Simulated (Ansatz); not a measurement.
This geometry of GeH₂S (4 atoms, charge 0, multiplicity 1) is a first-order saddle point.

Level of theory: RKS CAM-B3LYP-D4/def2-SVP in Ansatz.

```xyz
4
Properties=species:S:1:pos:R:3
S -0.235 -0.809 1.005
Ge -0.683 0.331 -0.951
H 0.917 -1.270 0.465
H 0.057 1.689 -0.539
```

(1) Which two structures does it join? (They come from a converged band through this point; their orientation in space is the band's.)

(2) How far does it lie above each of them?

Answers

(1) No bond is made or broken. The dihedral H3–S1–Ge2–H4 goes from 0 to -180°.

Initial state:

```xyz
4
Properties=species:S:1:pos:R:3
S -0.448 -1.201 0.276
Ge -0.841 0.741 -0.745
H 0.782 -0.965 0.775
H 0.562 1.365 -0.326
```

Final state:

```xyz
4
Properties=species:S:1:pos:R:3
S 0.644 -0.655 0.575
Ge -0.750 0.577 -0.631
H -0.142 -1.750 0.657
H 0.304 1.768 -0.622
```

(2) 64.3 kJ/mol above the first and 73.4 kJ/mol above the second. This is the barrier of this one path; another mechanism may lie lower.

Time of the run: 5 min on 1 thread of Intel(R) Xeon(R) Processor @ 2.50GHz (Skylake/Cascade Lake) (shared host), peak memory 0.14 GiB.
